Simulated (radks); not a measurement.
Values are calculated unless marked as measured or tabulated.
Task: These are the eigenvalues of the occupied orbitals of an atom or ion with whole-number occupations (Ry). Level of theory: Dirac Kohn-Sham, BLYP, spin-unpolarised, spherical densities, finite nucleus; Fermi nuclear charge, rms radius of each element as measured or else 0.836 A^(1/3) + 0.57 fm (a radial shooting solver on a logarithmic mesh with Libxc functionals).

| orbital | eigenvalue |
|---|---|
| 1s1/2 | -6571.008 |
| 2s1/2 | -1401.609 |
| 2p1/2 | -1359.385 |
| 2p3/2 | -1206.027 |
| 3s1/2 | -523.4125 |
| 3p1/2 | -505.9942 |
| 3p3/2 | -468.1285 |
| 3d3/2 | -441.9828 |
| 3d5/2 | -433.5386 |

Which element is it, and in what charge state? The configuration may be excited. Open shells, if any, fill j = l - 1/2 first.

Result: Z = 81, thallium, charge +58: Tl58+ in [Ar] 3d5. The list shows which subshells hold electrons but not how many an open one holds; the 1s level, -3285.5 hartree, gives Z - s = 81.1 by -(Z - s)^2/2, which with screening and relativity narrows Z to a few neighbours, and the depths of the outer levels then fix element, charge and occupations together.
